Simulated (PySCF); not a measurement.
## Shifts of the heteroatoms

Bonds (- single, = double, # triple, : aromatic): O1-C2, C2-C3, C3-C4, C4=C5, C5-C6, C6-Cl7, C6-Cl8, C5-Si9, Si9-Si10, Si10-C4. O1 carries H11; C2 carries H12, H13; C3 carries H14, H15; C6 carries H16; Si9 carries H17, H18; Si10 carries H19, H20.

One computed conformer, no solvent model, non-relativistic, fast rotation and ring inversion assumed for equivalent nuclei. Geometry from GFN2-xTB; NMR shieldings at PBE0/pcSseg-1/GIAO; PySCF 2.14.0 with density-fitted response routines.

(1) Where does 29Si resonate?

(2) Where does 17O resonate?

## Answers

(1) 
| atoms | environment | σ (ppm) | δ (ppm) |
| --- | --- | --- | --- |
| Si9 | silicon bonded to C, Si, 2 H, in a 4-membered ring | 406.0 | -53.7 |
| Si10 | silicon bonded to C, Si, 2 H, in a 4-membered ring | 421.3 | -66.3 |

Shieldings were converted by a linear fit to measured shifts: 29Si (scatter 8.9 ppm rms, 25.8 ppm with the 6 outliers that the fit left out vs TMS, solution or neat liquid). Occasional misses reach two or three times the rms, and more in compound classes unlike the fitted ones.

On a 500 MHz spectrometer 29Si resonates near 99.3 MHz, so 1 ppm is 99.3 Hz.

(2) 
```
atoms     environment  σ (ppm)  δ (ppm)
   O1  alcohol oxygen    295.0     -2.0
```

Shieldings were converted by a linear fit to measured shifts: 17O (scatter 10.7 ppm rms, 12.2 ppm with the 3 outliers that the fit left out vs liquid water, solution or neat liquid). A few per cent of atoms miss by over 2 rms, more outside the fitted compound classes.

On a 400 MHz spectrometer 17O resonates near 54.2 MHz, so 1 ppm is 54.2 Hz.
